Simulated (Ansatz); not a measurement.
Single points on Sn(CF3)4 (SnC4F12).

```yaml
crystal:
  periodic: [false, false, false]
  atoms:
    - {symbol: Sn, position_ang: [0.000409, 0.000777, -0.000612]}
    - {symbol: C, position_ang: [-0.011157, -0.005407, 2.205642]}
    - {symbol: F, position_ang: [-1.253605, -0.190747, 2.679276]}
    - {symbol: F, position_ang: [0.446001, 1.158542, 2.693379]}
    - {symbol: F, position_ang: [0.764699, -0.988091, 2.689417]}
    - {symbol: C, position_ang: [2.082777, 0.010345, -0.729397]}
    - {symbol: F, position_ang: [2.791142, 0.993759, -0.153064]}
    - {symbol: F, position_ang: [2.127375, 0.195224, -2.058013]}
    - {symbol: F, position_ang: [2.693818, -1.152676, -0.455008]}
    - {symbol: C, position_ang: [-1.045904, 1.800598, -0.731005]}
    - {symbol: F, position_ang: [-2.256524, 1.916770, -0.163170]}
    - {symbol: F, position_ang: [-1.217703, 1.752303, -2.061227]}
    - {symbol: F, position_ang: [-0.349193, 2.911918, -0.446029]}
    - {symbol: C, position_ang: [-1.025353, -1.804869, -0.745805]}
    - {symbol: F, position_ang: [-0.524480, -2.912091, -0.175385]}
    - {symbol: F, position_ang: [-0.883324, -1.926278, -2.074832]}
    - {symbol: F, position_ang: [-2.338979, -1.760096, -0.474156]}
basis:
  gaussian: {orbitals: def2-TZVP, initial_orbitals: start.molden}
hamiltonian: {xc: r2scan, dispersion: d4}
scf: {omitted_lower_state_checks: [starts]}
output: {orbitals: {seedname: orbitals}}
```

The file start.molden holds the orbitals of an earlier run on this structure, at another level or in another basis.

```sh
$ ansatz run in.yaml --threads 4 --pin off --events-out ev --progress --plain --max-ram 6963MiB
```

Output, abridged:

```
Functional definition: r2SCAN
2980 factors; their error is unknown
mean field evaluation 1: about -42584.4880 eV, gradient 1.1e1 eV
mean field evaluation 2: about -42584.6231 eV, gradient 1.7e-1 eV
mean field evaluation 4: about -42584.5907 eV, gradient 7.8e-4 eV
mean field -42584.59073579 eV, -1564.9548446680 hartree, gradient 2.3e-5 eV, S^2 0.000000; 0 other end points of the search recorded, 0 dependent functions left out
reference -42584.59074815 eV, -1564.9548451221 hartree; 77, 77 occupied and 469, 469 virtual orbitals, 2980 factors
Total energy: -42584.74457444 eV, -1564.9604981341 hartree
Checks for a lower state left out: starts
```

Run time 29 s (4 threads of Arm Neoverse V1 on a shared host), peak host memory 1.7 GiB.

Geometry: r2SCAN-D4/def2-SVP.

In the def2 sets Sn takes a core potential; there is no spin–orbit coupling.
